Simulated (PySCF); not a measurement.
PySCF job for furan-2-ylsilane (C4H6OSi), SMILES o1cccc1[SiH3], PBE0/pcSseg-1. Geometry: ωB97X-D3(BJ)/def2-SVP.

```python
import numpy as np
from pyscf import gto, scf, dft
from pyscf.prop.nmr import rks as nmr

mol = gto.M(
    atom='''
    Si   -0.00838844    2.05053952   -0.00000000
    C     0.09885155    0.18496685    0.00000000
    C     1.16185687   -0.67935342   -0.00000000
    C     0.61906445   -2.00854761   -0.00000000
    C    -0.73518698   -1.85089710   -0.00000000
    O    -1.06253785   -0.54169998    0.00000000
    H    -0.72599904    2.54280188   -1.21035954
    H    -0.72599904    2.54280188    1.21035954
    H     1.38965130    2.56597520   -0.00000000
    H     2.21437820   -0.39721455    0.00000000
    H     1.16442821   -2.95106749    0.00000001
    H    -1.56623389   -2.55426275   -0.00000000
    ''',
    basis='pcSseg-1',
    charge=0,
    spin=0,
    max_memory=1600,
    verbose=3,
)
mf = dft.RKS(mol, xc='pbe0')
mf.grids.level = 3
mf.conv_tol = 1e-10
mf.max_cycle = 100
mf.kernel()
n = nmr.NMR(mf)
n.verbose = 2
n.max_cycle_cphf = 60
sigma = n.kernel()
print('atom   isotropic/ppm   span/ppm')
for i, s in enumerate(sigma):
    w = np.linalg.eigvalsh((s + s.T) / 2)
    print(f'{mol.atom_symbol(i):2s}{i + 1:3d} {w.mean():14.3f} {w[2] - w[0]:11.3f}')
```

It prints:

```
converged SCF energy = -520.292932392021
atom   isotropic/ppm   span/ppm
Si  1        434.105      47.411
C   2         32.301     150.456
C   3         52.980     197.824
C   4         68.250     176.975
C   5         30.218     157.186
O   6          8.225     378.304
H   7         26.793       8.214
H   8         26.793       8.214
H   9         26.985       8.055
H  10         24.214       4.516
H  11         24.694       3.223
H  12         23.486       4.476
```

Self-consistency was reached.

Cost: about 70 core-seconds (a rough figure).
